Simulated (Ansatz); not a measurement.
System: sum formula H₄BPO₂ (charge 0, singlet). 
Geometry from a B3LYP-D3(BJ)/def2-TZVP (Ansatz, a quantum-chemistry and plane-wave program) optimisation:
```xyz
8

O     -0.9983     1.3381     0.3178
B     -0.4900     0.0832     0.1146
O     -1.3400    -0.9763     0.1824
P      1.3505    -0.2649    -0.4092
H     -0.3561     2.0512     0.2737
H     -2.2486    -0.7129     0.3768
H      1.9496     0.6882     0.4541
H      1.5537    -1.3628     0.4590
```

Parts of the frozen-core correlation energy in 6-31G* (Ansatz, hartree). Frozen orbitals: 8; correlated occupied orbitals by spin: 12 and 12; virtual: 52 and 52. Spin-orbit coupling is left out. Non-relativistic.

```json
[
 {"term": "reference (HF)", "value": "-517.55624"},
 {"term": "MP2 opposite-spin", "value": "-0.39841"},
 {"term": "MP2 same-spin", "value": "-0.13743"},
 {"term": "CCSD correlation", "value": "-0.57033"},
 {"term": "(T)", "value": "-0.01371"},
 {"term": "T1 diagnostic", "value": "0.014"},
 {"term": "largest doubles amplitude", "value": "0.041"}
]
```
